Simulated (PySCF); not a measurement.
C$_{4}$H$_{11}$AlO$_{2}$ (SMILES CC[O][Al]([OH])[CH2]C), singlet, geometry from GFN2-xTB (such geometries of metal compounds can be far from the true shape), atoms displaced at random by about 0.08 Å a coordinate; TPSS/STO-3G, gradient (PySCF).

PySCF was given this input:
```python
from pyscf import gto, scf, dft

mol = gto.M(
    atom='''
Al   -0.208474    0.638540    0.124605
C    -0.756634    0.041079   -1.649435
C    -1.819823    1.157776   -2.312962
H    -1.416803   -0.923962   -1.522763
H    -0.025889   -0.151950   -2.239342
H    -1.303110    1.893799   -2.475371
H    -2.697839    1.029700   -1.731828
H    -2.081780    0.641117   -3.428472
O    -0.814113    2.388199    0.814013
H    -1.020654    3.029217    0.958827
O     0.739158   -0.460444    0.975868
C     1.525020   -1.328994    1.698948
C     1.656206   -2.502921    0.788877
H     2.494827   -1.036115    1.729711
H     1.114111   -1.687772    2.588246
H     2.023972   -2.347883   -0.374640
H     2.287408   -3.318619    1.146285
H     0.572863   -2.926638    0.494868
''',
    basis='sto-3g',
    charge=0,
    spin=0,
    verbose=4,
)

mf = dft.RKS(mol)
mf.xc = 'tpss'
mf.kernel()
g = mf.nuc_grad_method()
grad = g.kernel()
```

The log (banner, timings and long lists left out):

```
PySCF version 2.14.0

[INPUT] verbose = 4
[INPUT] num. atoms = 18
[INPUT] num. electrons = 64
[INPUT] charge = 0
[INPUT] spin (= nelec alpha-beta = 2S) = 0
[INPUT] symmetry False subgroup None
[INPUT] Mole.unit = angstrom
[INPUT] Symbol           X                Y                Z      unit          X                Y                Z       unit  Magmom
[...]
nuclear repulsion = 359.712860034467
number of shells = 34
number of NR pGTOs = 150
number of NR cGTOs = 50
basis = sto-3g
ecp = {}

******** <class 'pyscf.dft.rks.RKS'> ********
method = RKS
initial guess = minao
damping factor = 0
level_shift factor = 0
DIIS = <class 'pyscf.scf.diis.CDIIS'>
diis_start_cycle = 1
diis_space = 8
diis_damp = 0
SCF conv_tol = 1e-09
SCF conv_tol_grad = None
SCF max_cycles = 50
direct_scf = True
direct_scf_tol = 1e-13
XC library pyscf.dft.libxc version 7.1.2
    S. Lehtola, C. Steigemann, M. J. T. Oliveira, and M. A. L. Marques,  SoftwareX 7, 1–5 (2018)
XC functionals = tpss
    J. Tao, J. P. Perdew, V. N. Staroverov, and G. E. Scuseria,  Phys. Rev. Lett. 91, 146401 (2003)
    J. P. Perdew, J. Tao, V. N. Staroverov, and G. E. Scuseria,  J. Chem. Phys. 120, 6898 (2004)
    J. Tao, J. P. Perdew, V. N. Staroverov, and G. E. Scuseria,  Phys. Rev. Lett. 91, 146401 (2003)
    J. P. Perdew, J. Tao, V. N. Staroverov, and G. E. Scuseria,  J. Chem. Phys. 120, 6898 (2004)
radial grids:
    Treutler-Ahlrichs [JCP 102, 346 (1995); DOI:10.1063/1.469408] (M4) radial grids

becke partition: Becke, JCP 88, 2547 (1988); DOI:10.1063/1.454033
pruning grids: <function nwchem_prune>
grids dens level: 3
symmetrized grids: False
atomic radii adjust function: <function treutler_atomic_radii_adjust>
small_rho_cutoff = 0
Set gradient conv threshold to 3.16228e-05
Initial guess from minao.
tot grids = 211704
init E= -545.285472662351
[...]
cycle= 1 E= -544.449217282014  delta_E= 0.836  |g|= 0.889  |ddm|= 5.12
[...]
cycle= 2 E= -541.076972588279  delta_E= 3.37  |g|= 2.82  |ddm|= 5.96
[...]
cycle= 3 E= -544.092213775081  delta_E= -3.02  |g|= 1.53  |ddm|= 5.35
[...]
cycle= 4 E= -544.733710866487  delta_E= -0.641  |g|= 0.177  |ddm|= 2.27
[...]
cycle= 5 E= -544.739144200603  delta_E= -0.00543  |g|= 0.143  |ddm|= 0.514
[...]
cycle= 6 E= -544.745972609009  delta_E= -0.00683  |g|= 0.0263  |ddm|= 0.234
[...]
cycle= 7 E= -544.746227828037  delta_E= -0.000255  |g|= 0.00638  |ddm|= 0.0446
[...]
cycle= 8 E= -544.746241272016  delta_E= -1.34e-05  |g|= 0.00168  |ddm|= 0.00956
[...]
cycle= 9 E= -544.746242215391  delta_E= -9.43e-07  |g|= 0.000281  |ddm|= 0.00254
[...]
cycle= 10 E= -544.746242238556  delta_E= -2.32e-08  |g|= 0.00014  |ddm|= 0.000637
[...]
cycle= 11 E= -544.746242245215  delta_E= -6.66e-09  |g|= 1.91e-05  |ddm|= 0.000202
[...]
cycle= 12 E= -544.746242245355  delta_E= -1.39e-10  |g|= 3.38e-06  |ddm|= 3.46e-05
[...]
Extra cycle  E= -544.746242245352  delta_E= 2.73e-12  |g|= 4.48e-06  |ddm|= 1.14e-05
converged SCF energy = -544.746242245352

******** <class 'pyscf.grad.rks.Gradients'> for <class 'pyscf.dft.rks.RKS'> ********
unit = Eh/Bohr
grid_response = False
--------------- RKS gradients ---------------
         x                y                z
0 Al     0.0174325899    -0.0926659829    -0.0564434290
1 C     0.1828605411    -0.0307625095    -0.1130988547
2 C     0.0696452017     0.3085264224     0.0468680360
3 H    -0.0307709887    -0.0324097644     0.0058702477
4 H    -0.1227604825     0.0314011968     0.1042364146
5 H    -0.1133354678    -0.2186250325     0.0314063527
6 H     0.0276344910    -0.0270482340    -0.0187079818
7 H    -0.0117280328    -0.0383600313    -0.0663629291
8 O    -0.3297327398     1.0195153023     0.2342171420
9 H     0.2824160276    -0.8848308208    -0.1901089326
10 O     0.0571110211    -0.0760606074     0.0270143831
11 C     0.0446519270    -0.0012064332     0.0708156625
12 C     0.0444167352     0.0887163854     0.1319848781
13 H    -0.0943409505    -0.0451334475    -0.0332162650
14 H     0.0191561954     0.0118887640    -0.0656817522
15 H     0.0069208629    -0.0130214598    -0.0697785929
16 H    -0.0031531100     0.0113766162    -0.0108355130
17 H    -0.0464674899    -0.0113006732    -0.0282497918
----------------------------------------------
```
